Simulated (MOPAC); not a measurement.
Input for MOPAC: PM7 on CH4Cd (SMILES [CH3][CdH]), a point of a bond scan (R = 1.908 Å).

```
PM7 1SCF PRECISE CHARGE=0 THREADS=1
CH4Cd

Cd    -0.28068773 1    -0.15103297 1    -0.04141861 1
H     -1.74994566 1    -0.94161398 1    -0.25822404 1
C      1.58135131 1     0.85089642 1     0.23334606 1
H      2.36865113 1     0.34057084 1     1.89492661 1
H      1.43288682 1     1.93112443 1     0.23532541 1
H      2.27072534 1     0.59541191 1    -0.57190501 1
```

The log:

```
*******************************************************************************
 **                                                                           **
 **                              MOPAC v23.2.5                                **
 **                                                                           **
 *******************************************************************************
 ** MOPAC's Digital Object Identifier: https://doi.org/10.5281/zenodo.6511958 **
 **                                                                           **
 ** Please cite the open-source release paper for use of this MOPAC version:  **
 ** J. E. Moussa and J. J. P. Stewart (2026)                                  **
 ** MOPAC: An open-source semiempirical molecular orbital program             **
 ** J. Open Source Softw., 11(119), 8025, https://doi.org/10.21105/joss.08025 **
 *******************************************************************************

                              PM7 CALCULATION RESULTS

 *******************************************************************************
 *  PM7        - The PM7 Hamiltonian to be used
 *
 *
 *
 *                 CHARGE ON SYSTEM = 0
 *
 *
 *
 *  PRECISE    - TIGHTER CRITERIA TO BE USED
 *  1SCF       - DO 1 SCF AND THEN STOP
 *  THREADS=1  - MULTI-THREADING NOT USED
 *  T=         - A TIME OF 172800.0 SECONDS REQUESTED
 *  DUMP=N     - RESTART FILE WRITTEN EVERY 7200.0 SECONDS REQUESTED
 *******************************************************************************
PM7 1SCF PRECISE CHARGE=0 THREADS=1
 CH4Cd

   ATOM   CHEMICAL          X               Y               Z
  NUMBER   SYMBOL      (ANGSTROMS)     (ANGSTROMS)     (ANGSTROMS)

     1      Cd         -0.28068773  *  -0.15103297  *  -0.04141861  *
     2       H         -1.74994566  *  -0.94161398  *  -0.25822404  *
     3       C          1.58135131  *   0.85089642  *   0.23334606  *
     4       H          2.36865113  *   0.34057084  *   1.89492661  *
     5       H          1.43288682  *   1.93112443  *   0.23532541  *
     6       H          2.27072534  *   0.59541191  *  -0.57190501  *



          CARTESIAN COORDINATES

    NO.       ATOM           X           Y           Z

     1        Cd         -0.2807     -0.1510     -0.0414
     2         H         -1.7499     -0.9416     -0.2582
     3         C          1.5814      0.8509      0.2333
     4         H          2.3687      0.3406      1.8949
     5         H          1.4329      1.9311      0.2353
     6         H          2.2707      0.5954     -0.5719

 General Reference for PM7:
 "Optimization of Parameters for Semiempirical Methods VI: More Modifications to the
 NDDO Approximations and Re-optimization of Parameters", J. J. P. Stewart, J. Mol. Mod., 1:32, 19 (2013)
 https://link.springer.com/article/10.1007/s00894-012-1667-x

           Empirical Formula: C H4 Cd  =     6 atoms



      MOLECULAR POINT GROUP   :   Cs


      RHF CALCULATION, NO. OF DOUBLY OCCUPIED LEVELS = 5


 -------------------------------------------------------------------------------
 PM7 1SCF PRECISE CHARGE=0 THREADS=1
 CH4Cd



     1SCF WAS SPECIFIED, SO BFGS WAS NOT USED
     SCF FIELD WAS ACHIEVED


                              PM7 CALCULATION
                                                       MOPAC v23.2.5 Linux




          FINAL HEAT OF FORMATION =         91.82136 KCAL/MOL =     384.18058 KJ/MOL


          COSMO AREA              =         88.34 SQUARE ANGSTROMS
          COSMO VOLUME            =         65.62 CUBIC ANGSTROMS

          IONIZATION POTENTIAL    =          9.616509 EV
          HOMO LUMO ENERGIES (EV) =         -9.617  1.129
          NO. OF FILLED LEVELS    =          5
          MOLECULAR WEIGHT        =        128.4526         POINT GROUP:  Cs

          MOLECULAR DIMENSIONS (Angstroms)

            Atom       Atom       Distance
            H     4    H     2     4.82109
            H     2    H     6     2.21603
            H     5    H     4     1.62373


          SCF CALCULATIONS        =          1





   ATOM   CHEMICAL          X               Y               Z
  NUMBER   SYMBOL      (ANGSTROMS)     (ANGSTROMS)     (ANGSTROMS)

     1      Cd         -0.28068773  *  -0.15103297  *  -0.04141861  *
     2       H         -1.74994566  *  -0.94161398  *  -0.25822404  *
     3       C          1.58135131  *   0.85089642  *   0.23334606  *
     4       H          2.36865113  *   0.34057084  *   1.89492661  *
     5       H          1.43288682  *   1.93112443  *   0.23532541  *
     6       H          2.27072534  *   0.59541191  *  -0.57190501  *

                             CARTESIAN COORDINATES

   1   Cd       -0.280687730    -0.151032970    -0.041418610
   2    H       -1.749945660    -0.941613980    -0.258224040
   3    C        1.581351310     0.850896420     0.233346060
   4    H        2.368651130     0.340570840     1.894926610
   5    H        1.432886820     1.931124430     0.235325410
   6    H        2.270725340     0.595411910    -0.571905010


           Empirical Formula: C H4 Cd  =     6 atoms



      MOLECULAR POINT GROUP   :   Cs


                  EIGENVALUES
 -21.91405 -13.10108 -12.55431 -11.18013  -9.61651   1.12916   2.51862   5.15665
   5.27652   6.63161   7.35658   9.69209


              NET ATOMIC CHARGES AND DIPOLE CONTRIBUTIONS

  ATOM NO.   TYPE          CHARGE      No. of ELECS.   s-Pop       p-Pop
    1         Cd           0.204157        1.7958     1.04252     0.75332
    2          H          -0.064370        1.0644     1.06437
    3          C          -0.598658        4.5987     1.12289     3.47577
    4          H           0.178238        0.8218     0.82176
    5          H           0.140316        0.8597     0.85968
    6          H           0.140316        0.8597     0.85968
 DIPOLE           X         Y         Z       TOTAL
 POINT-CHG.     0.243    -0.309     0.764     0.859
 HYBRID         0.288     0.290    -0.181     0.447
 SUM            0.531    -0.020     0.583     0.789


          ATOMIC ORBITAL ELECTRON POPULATIONS

     Atom    s        px        py        pz
    1 Cd   1.04252   0.52581   0.17405   0.05346
    2  H   1.06437
    3  C   1.12289   1.20671   1.16328   1.10578
    4  H   0.82176
    5  H   0.85968
    6  H   0.85968

 **********************
 *                    *
 * JOB ENDED NORMALLY *
 *                    *
 **********************




 == MOPAC DONE ==
```

The run finished.

Cost: about 0.04 core-seconds (a rough figure).
